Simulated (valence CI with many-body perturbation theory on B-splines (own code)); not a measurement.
## Which ion has this spectrum?

A relativistic CI+MBPT calculation for an atom or ion with 21 electrons gives these levels (cm⁻¹):

```
   J  Parity       E     g
 3/2    even     0.0  0.51
 5/2    even   41762  1.04
 7/2    even   70680  1.17
 3/2    even   85108  1.35
 9/2    even   86436  1.18
 1/2    even   99541  2.06
 7/2    even  136152  0.96
 9/2    even  142955  1.09
 5/2    even  146947  1.54
 3/2    even  166113  1.17
 1/2    even  176308  1.27
11/2    even  187803  1.09
 5/2    even  202001  1.21
 9/2    even  221955  1.07
```

The energies are calculated, and their last digits are not significant.

Which is it?
A. Sn29+
B. Rh24+
C. Cd27+
D. Ag26+

C. Cd27+, ground level 3d³ ⁴F_3/2.
